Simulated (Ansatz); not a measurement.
Ansatz (a program for electronic structure) input file for C₂H₅FSi₂, SMILES [SiH3][Si@H](F)C#C, PBE-D3(BJ)/def2-SVP. 

Ansatz 0.2 input:
```yaml
crystal:
  periodic: [false, false, false]
  atoms:
    - {symbol: C, position_ang: [2.06378135, 1.92416921, 0.26720695]}
    - {symbol: C, position_ang: [1.34098162, 1.01153305, -0.09020144]}
    - {symbol: Si, position_ang: [0.17841409, -0.31375657, -0.58240389]}
    - {symbol: F, position_ang: [0.80528145, -1.75661549, -0.14080436]}
    - {symbol: Si, position_ang: [-1.86026074, -0.00286167, 0.53708446]}
    - {symbol: H, position_ang: [2.70799335, 2.72675839, 0.57869260]}
    - {symbol: H, position_ang: [0.04507710, -0.31951422, -2.06340976]}
    - {symbol: H, position_ang: [-2.82564278, -1.08254532, 0.17868297]}
    - {symbol: H, position_ang: [-1.62703970, -0.01371936, 2.00963275]}
    - {symbol: H, position_ang: [-2.43064598, 1.31700168, 0.13607971]}
basis:
  gaussian:
    orbitals: def2-SVP
hamiltonian:
  xc: pbe
  dispersion: d3bj
relax: {f_tol: 0.002, max_steps: 200}
```

Output:

```
WARN ansatz: RAYON_NUM_THREADS=1 ignored (pool sized by the plan → 1); use --threads N
Functional definition: PBE
integrals: 0.05 GiB planned
1146 factors; their error is unknown
mean field: 0.26 GiB planned
mean field evaluation 1: about -20598.3141 eV, gradient 5.0e1 eV
mean field evaluation 2: about -20587.9928 eV, gradient 8.4e1 eV
mean field evaluation 4: about -20604.0583 eV, gradient 1.6e1 eV
mean field evaluation 8: about -20604.6855 eV, gradient 2.1e-1 eV
mean field evaluation 16: about -20604.6040 eV, gradient 1.1e-4 eV
mean field -20604.60396593 eV, -757.2052294458 hartree, gradient 1.5e-5 eV, S^2 0.000000; 0 other end points of the search recorded, 0 dependent functions left out
the calculation of the forces begins
reference -20604.60400378 eV, -757.2052308365 hartree; 27, 27 occupied and 76, 76 virtual orbitals, 1146 factors
relax step   1: F+E_penalty+E_count = -20604.82393291 eV  Δ(F+E_penalty+E_count) = +0.000e0 eV  max|allowed force component| = 7.866e-1 eV/Å  Δτ_max = 0.0000 Å  (27 SCF iters, accepted)
these checks for a lower state are left out or cut short: starts, cluster_reference, orbital_swaps, neighbouring_geometries, increment
integrals: 0.05 GiB planned
1146 factors; their error is unknown
mean field: 0.26 GiB planned
mean field -20604.61973830 eV, -757.2058090696 hartree, gradient 8.4e-6 eV, S^2 0.000000; 0 other end points of the search recorded, 0 dependent functions left out
the calculation of the forces begins
reference -20604.61977622 eV, -757.2058104632 hartree; 27, 27 occupied and 76, 76 virtual orbitals, 1146 factors
relax step   2: F+E_penalty+E_count = -20604.83908867 eV  Δ(F+E_penalty+E_count) = -1.516e-2 eV  max|allowed force component| = 1.781e-1 eV/Å  Δτ_max = 0.0157 Å  (30 SCF iters, accepted)
these checks for a lower state are left out or cut short: starts, cluster_reference, orbital_swaps, neighbouring_geometries, increment
integrals: 0.05 GiB planned
1146 factors; their error is unknown
mean field: 0.26 GiB planned
mean field evaluation 32: about -20604.6209 eV, gradient 9.4e-6 eV
mean field -20604.62094087 eV, -757.2058532634 hartree, gradient 9.4e-6 eV, S^2 0.000000; 0 other end points of the search recorded, 0 dependent functions left out
the calculation of the forces begins
reference -20604.62097883 eV, -757.2058546585 hartree; 27, 27 occupied and 76, 76 virtual orbitals, 1146 factors
relax step   3: F+E_penalty+E_count = -20604.84007852 eV  Δ(F+E_penalty+E_count) = -9.899e-4 eV  max|allowed force component| = 6.556e-2 eV/Å  Δτ_max = 0.0094 Å  (30 SCF iters, accepted)
these checks for a lower state are left out or cut short: starts, cluster_reference, orbital_swaps, neighbouring_geometries, increment
integrals: 0.05 GiB planned
1146 factors; their error is unknown
mean field: 0.26 GiB planned
mean field -20604.62109277 eV, -757.2058588455 hartree, gradient 1.8e-5 eV, S^2 0.000000; 0 other end points of the search recorded, 0 dependent functions left out
the calculation of the forces begins
reference -20604.62113069 eV, -757.2058602392 hartree; 27, 27 occupied and 76, 76 virtual orbitals, 1146 factors
relax step   4: F+E_penalty+E_count = -20604.84031023 eV  Δ(F+E_penalty+E_count) = -2.317e-4 eV  max|allowed force component| = 1.265e-2 eV/Å  Δτ_max = 0.0062 Å  (24 SCF iters, accepted)
these checks for a lower state are left out or cut short: starts, cluster_reference, orbital_swaps, neighbouring_geometries, increment
integrals: 0.05 GiB planned
1146 factors; their error is unknown
mean field: 0.26 GiB planned
mean field -20604.62114444 eV, -757.2058607443 hartree, gradient 6.1e-5 eV, S^2 0.000000; 0 other end points of the search recorded, 0 dependent functions left out
the calculation of the forces begins
reference -20604.62118236 eV, -757.2058621380 hartree; 27, 27 occupied and 76, 76 virtual orbitals, 1146 factors
relax step   5: F+E_penalty+E_count = -20604.84032482 eV  Δ(F+E_penalty+E_count) = -1.459e-5 eV  max|allowed force component| = 2.386e-3 eV/Å  Δτ_max = 0.0013 Å  (19 SCF iters, accepted)
these checks for a lower state are left out or cut short: starts, cluster_reference, orbital_swaps, neighbouring_geometries, increment
integrals: 0.05 GiB planned
1146 factors; their error is unknown
mean field: 0.26 GiB planned
mean field -20604.62114356 eV, -757.2058607120 hartree, gradient 6.9e-5 eV, S^2 0.000000; 0 other end points of the search recorded, 0 dependent functions left out
the calculation of the forces begins
reference -20604.62118148 eV, -757.2058621056 hartree; 27, 27 occupied and 76, 76 virtual orbitals, 1146 factors
relax step   6: F+E_penalty+E_count = -20604.84032799 eV  Δ(F+E_penalty+E_count) = -3.173e-6 eV  max|allowed force component| = 6.573e-4 eV/Å  Δτ_max = 0.0012 Å  (19 SCF iters, accepted)
integrals: 0.05 GiB planned
1146 factors; their error is unknown
mean field: 0.26 GiB planned
mean field evaluation 64: about -20604.6211 eV, gradient 1.2e-4 eV
mean field -20604.62114356 eV, -757.2058607120 hartree, gradient 6.9e-5 eV, S^2 0.000000; 1 other end points of the search recorded, 0 dependent functions left out
the calculation of the forces begins
reference -20604.62118148 eV, -757.2058621056 hartree; 27, 27 occupied and 76, 76 virtual orbitals, 1146 factors
Total energy: -20604.84036592 eV, -757.2139169850 hartree
Atom 0 at     2.067894     1.932577     0.271213 Å, force    -0.000260     0.000287     0.000182 eV/Å
Atom 1 at     1.340281     1.010186    -0.091172 Å, force     0.000110    -0.000150    -0.000464 eV/Å
Atom 2 at     0.180320    -0.320889    -0.584422 Å, force    -0.000451    -0.000299     0.000474 eV/Å
Atom 3 at     0.809456    -1.775655    -0.142784 Å, force     0.000193     0.000047    -0.000197 eV/Å
Atom 4 at    -1.860386    -0.003064     0.537446 Å, force    -0.000200    -0.000354     0.000023 eV/Å
Atom 5 at     2.715170     2.741878     0.585208 Å, force    -0.000107    -0.000066     0.000268 eV/Å
Atom 6 at     0.043474    -0.321794    -2.079534 Å, force    -0.000094     0.000123    -0.000061 eV/Å
Atom 7 at    -2.838192    -1.089527     0.179818 Å, force    -0.000138     0.000024     0.000031 eV/Å
Atom 8 at    -1.625871    -0.011736     2.022724 Å, force     0.000292     0.000394    -0.000079 eV/Å
Atom 9 at    -2.434205     1.328473     0.132062 Å, force     0.000657    -0.000006    -0.000177 eV/Å
Dipole moment:    -0.039157     0.341076     0.004601 e Å
```

The calculation finished and met its thresholds.

Cost: roughly 17 core-seconds.
